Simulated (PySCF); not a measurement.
## Correlation energy of Mn (manganese, neutral)

[Ar] 3d7, high-spin 4F determinant (an excited configuration). All numbers are calculated (PySCF 2.14, the spin-free X2C one-electron Hamiltonian (Gaussian nucleus), in x2c-TZVPPall (6s5p4d2f1g, 64 functions)). Frozen: [Ne]; 15 electrons correlated.

```csv
level,correlation energy (mhartree)
CCSD,-544.62
(T),-21.49
CCSD(T),-566.11
```

Diagnostics: T1 = 0.035, D1 = 0.0826, largest double amplitude 0.046.

T1 exceeds 0.03, a sign that the reference determinant is poor.

Cost of the coupled-cluster step: of the order of 28 core-seconds, for 15 correlated electrons.

Iterations:

```
CC2 = 0
CCSD nocc = (np.int64(9), np.int64(6)), nmo = (59, 59)
frozen orbitals [[0, 1, 2, 3, 4], [0, 1, 2, 3, 4]]
max_cycle = 100
direct = 0
conv_tol = 1e-08
conv_tol_normt = 1e-06
diis_space = 8
diis_start_cycle = 0
Init t2, MP2 energy = -0.588606399035442
Init E_corr(UCCSD) = -0.588606399035534
cycle = 1  E_corr(UCCSD) = -0.506712784872767  dE = 0.0818936142  norm(t1,t2) = 0.182877
cycle = 2  E_corr(UCCSD) = -0.553180939193917  dE = -0.0464681543  norm(t1,t2) = 0.126031
cycle = 3  E_corr(UCCSD) = -0.542138453620405  dE = 0.0110424856  norm(t1,t2) = 0.107675
cycle = 4  E_corr(UCCSD) = -0.540988825360564  dE = 0.00114962826  norm(t1,t2) = 0.0229459
cycle = 5  E_corr(UCCSD) = -0.544811624171121  dE = -0.00382279881  norm(t1,t2) = 0.0108988
cycle = 6  E_corr(UCCSD) = -0.544683886410206  dE = 0.000127737761  norm(t1,t2) = 0.00294764
cycle = 7  E_corr(UCCSD) = -0.544549578779353  dE = 0.000134307631  norm(t1,t2) = 0.00165933
cycle = 8  E_corr(UCCSD) = -0.544569850855074  dE = -2.02720757e-05  norm(t1,t2) = 0.00103812
cycle = 9  E_corr(UCCSD) = -0.544598483534797  dE = -2.86326797e-05  norm(t1,t2) = 0.000616825
cycle = 10  E_corr(UCCSD) = -0.54461946644226  dE = -2.09829075e-05  norm(t1,t2) = 0.000323188
cycle = 11  E_corr(UCCSD) = -0.544623296298215  dE = -3.82985596e-06  norm(t1,t2) = 0.000203947
cycle = 12  E_corr(UCCSD) = -0.544612187613492  dE = 1.11086847e-05  norm(t1,t2) = 0.000134455
cycle = 13  E_corr(UCCSD) = -0.544612482682564  dE = -2.95069073e-07  norm(t1,t2) = 0.000127307
cycle = 14  E_corr(UCCSD) = -0.544619441311368  dE = -6.9586288e-06  norm(t1,t2) = 0.000124204
cycle = 15  E_corr(UCCSD) = -0.544619267650069  dE = 1.73661299e-07  norm(t1,t2) = 0.000126421
cycle = 16  E_corr(UCCSD) = -0.544616502034549  dE = 2.76561552e-06  norm(t1,t2) = 0.000121238
cycle = 17  E_corr(UCCSD) = -0.5446139952026  dE = 2.50683195e-06  norm(t1,t2) = 8.59309e-05
cycle = 18  E_corr(UCCSD) = -0.544615599837657  dE = -1.60463506e-06  norm(t1,t2) = 3.73483e-05
cycle = 19  E_corr(UCCSD) = -0.544616370046419  dE = -7.70208763e-07  norm(t1,t2) = 2.06788e-05
cycle = 20  E_corr(UCCSD) = -0.544615308138902  dE = 1.06190752e-06  norm(t1,t2) = 1.26453e-05
cycle = 21  E_corr(UCCSD) = -0.54461523689253  dE = 7.12463716e-08  norm(t1,t2) = 8.73954e-06
cycle = 22  E_corr(UCCSD) = -0.544615678461214  dE = -4.41568684e-07  norm(t1,t2) = 5.95202e-06
cycle = 23  E_corr(UCCSD) = -0.544615426186281  dE = 2.52274933e-07  norm(t1,t2) = 3.46485e-06
cycle = 24  E_corr(UCCSD) = -0.544615593854913  dE = -1.67668632e-07  norm(t1,t2) = 2.77751e-06
cycle = 25  E_corr(UCCSD) = -0.544615596058038  dE = -2.2031249e-09  norm(t1,t2) = 1.71832e-06
cycle = 26  E_corr(UCCSD) = -0.544615599426976  dE = -3.36893835e-09  norm(t1,t2) = 6.36543e-07
UCCSD converged
E(UCCSD) = -1157.583832786686  E_corr = -0.5446155994269761
UCCSD(T) correction = -0.0214941830287485
```

This basis was not built for core-valence correlation, so the inner-shell part is incomplete.
